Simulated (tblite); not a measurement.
Species: C4H9FSi.
SMILES with atom numbers: `[CH2:1]=[CH:2][CH2:3][Si@H:4]([CH3:5])[F:6]` (hydrogens: H7, H8 on C1; H9 on C2; H10, H11 on C3; H12 on Si4; H13, H14, H15 on C5)

Computed with GFN2-xTB (tblite), gas phase: L-BFGS steps from a force-field or distance-geometry start until the largest atomic force falls under 0.01 eV/Å.

The end geometry, which sets the zero of energy:
```
atom  x, y, z in Å
C1      2.0322    1.1137    0.2040
C2      1.6132   -0.1302    0.0593
C3      0.5141   -0.7534    0.8469
Si4    -1.0706   -0.9836   -0.1880
C5     -1.7999    0.6761   -0.7270
F6     -2.1427   -1.7025    0.7948
H7      2.8218    1.5259   -0.4008
H8      1.6026    1.7728    0.9409
H9      2.0624   -0.7682   -0.6907
H10     0.2924   -0.1387    1.7213
H11     0.8383   -1.7306    1.2095
H12    -0.9098   -1.9381   -1.2793
H13    -1.1117    1.2208   -1.3658
H14    -2.0211    1.3060    0.1310
H15    -2.7258    0.5379   -1.2779
```

**Question.** These geometries come from the run, each turned onto the end geometry. Order them by energy, lowest first.
A.
```
atom  x, y, z in Å
C1      2.1486    1.0888    0.2734
C2      1.6110   -0.0931    0.0363
C3      0.5020   -0.6945    0.8268
Si4    -1.0807   -0.9801   -0.1960
C5     -1.8772    0.6412   -0.7555
F6     -2.1248   -1.7214    0.8004
H7      2.9550    1.4797   -0.3219
H8      1.8065    1.7171    1.0795
H9      1.9772   -0.7016   -0.7803
H10     0.2801   -0.0614    1.6881
H11     0.8323   -1.6595    1.2177
H12    -0.9020   -1.9452   -1.2761
H13    -1.2306    1.1810   -1.4407
H14    -2.0802    1.2956    0.0889
H15    -2.8218    0.4614   -1.2623
```
B.
```
atom  x, y, z in Å
C1      2.1536    1.0905    0.2705
C2      1.6111   -0.0866    0.0305
C3      0.4968   -0.6912    0.8122
Si4    -1.0987   -0.9925   -0.1810
C5     -1.8788    0.6252   -0.7437
F6     -2.1603   -1.6999    0.8247
H7      2.9686    1.4747   -0.3140
H8      1.8153    1.7184    1.0742
H9      1.9944   -0.6835   -0.7843
H10     0.2586   -0.0618    1.6713
H11     0.8214   -1.6559    1.2036
H12    -0.8773   -1.9011   -1.2936
H13    -1.2119    1.1411   -1.4295
H14    -2.0772    1.2888    0.0956
H15    -2.8202    0.4417   -1.2582
```
C.
```
atom  x, y, z in Å
C1      2.1500    1.0899    0.2707
C2      1.6131   -0.0925    0.0429
C3      0.4970   -0.6954    0.8186
Si4    -1.0920   -0.9875   -0.1888
C5     -1.8791    0.6315   -0.7469
F6     -2.1447   -1.7070    0.8142
H7      2.9653    1.4760   -0.3154
H8      1.8119    1.7189    1.0755
H9      1.9780   -0.6885   -0.7785
H10     0.2746   -0.0557    1.6726
H11     0.8326   -1.6582    1.2064
H12    -0.8877   -1.9249   -1.2924
H13    -1.2192    1.1541   -1.4336
H14    -2.0824    1.2941    0.0915
H15    -2.8221    0.4531   -1.2587
```
D.
```
atom  x, y, z in Å
C1      2.1563    1.0881    0.2735
C2      1.6070   -0.0779    0.0121
C3      0.4874   -0.6908    0.8109
Si4    -1.1076   -0.9870   -0.1678
C5     -1.8788    0.6201   -0.7423
F6     -2.1687   -1.6935    0.8300
H7      2.9803    1.4769   -0.3223
H8      1.8122    1.7282    1.0860
H9      2.0156   -0.6899   -0.7999
H10     0.2423   -0.0653    1.6757
H11     0.8124   -1.6579    1.2042
H12    -0.8686   -1.8860   -1.2973
H13    -1.2100    1.1296   -1.4231
H14    -2.0707    1.2803    0.0944
H15    -2.8139    0.4330   -1.2560
```
E.
```
atom  x, y, z in Å
C1      2.1640    1.0975    0.2743
C2      1.6016   -0.0886    0.0033
C3      0.4839   -0.6956    0.8100
Si4    -1.1162   -0.9699   -0.1622
C5     -1.8700    0.6049   -0.7334
F6     -2.1685   -1.6920    0.8297
H7      2.9832    1.4775   -0.3251
H8      1.8094    1.7331    1.0923
H9      2.0199   -0.6912   -0.8026
H10     0.2382   -0.0641    1.6789
H11     0.8112   -1.6568    1.2043
H12    -0.8659   -1.8879   -1.3024
H13    -1.2082    1.1302   -1.4246
H14    -2.0698    1.2794    0.0942
H15    -2.8173    0.4314   -1.2585
```

**Answer.** A (0.005 eV), C (0.013 eV), B (0.022 eV), D (0.052 eV), E (0.104 eV).

In the order of the answer:

```tsv
step	E above end (eV)	largest force (eV/Å)	rms force component (eV/Å)	rms distance from end (Å)	rms bond change (Å)	bond most changed (Å)
13	0.005	0.04	0.013	0.115	0.000	C3–H11 +0.001
6	0.013	0.17	0.059	0.118	0.003	Si4–C5 -0.007
4	0.022	0.19	0.069	0.121	0.003	Si4–C5 -0.009
1	0.052	0.69	0.203	0.124	0.010	Si4–C5 -0.018
0	0.104	1.40	0.391	0.126	0.019	Si4–C5 -0.054
```

The cost below is that of the whole relaxation. The run took 0.33 s on one thread, Arm Neoverse V1 (aarch64), shared host with 32 logical CPUs at a one-minute load of 11.
